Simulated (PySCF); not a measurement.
**Nb (niobium, neutral) across methods**

[Kr] 4d4 5p1, one real determinant (an excited configuration). Computed with PySCF 2.14 in aug-cc-pwCVTZ-PP with ECP28MDF (8s8p7d4f3g, 122 functions), with scalar relativity through the core potential.

```csv
method,E (hartree),mean ε 4p β (eV),mean ε 4d α (eV),mean ε 5p α (eV),Σ⟨r²⟩ (bohr²),⟨S²⟩
PBE,-56.5439,-33.992,-4.770,-2.166,65.74,8.751
PBE0,-56.5283,-36.052,-5.991,-2.554,66.15,8.751
r2SCAN,-56.5601,-34.556,-4.939,-2.206,64.86,8.752
PW91,-56.5762,-34.046,-4.814,-2.194,65.53,8.751
LDA,-56.3842,-34.049,-4.848,-2.229,65.09,8.750
PBEsol,-56.4373,-33.919,-4.752,-2.157,65.19,8.751
LC-wPBE,-56.5431,-38.821,-8.576,-3.811,66.24,8.752
```

Task: Estimate the same row for UHF.

Result: E (hartree) = -56.05139; mean ε 4p β (eV) = -41.316; mean ε 4d α (eV) = -9.341; mean ε 5p α (eV) = -3.371; Σ⟨r²⟩ (bohr²) = 70.90; ⟨S²⟩ = 8.754.

⟨L²⟩ = 8.01 against 12 for a pure F term, so this real determinant mixes terms. Energies and moments cover only the electrons outside the core potential.
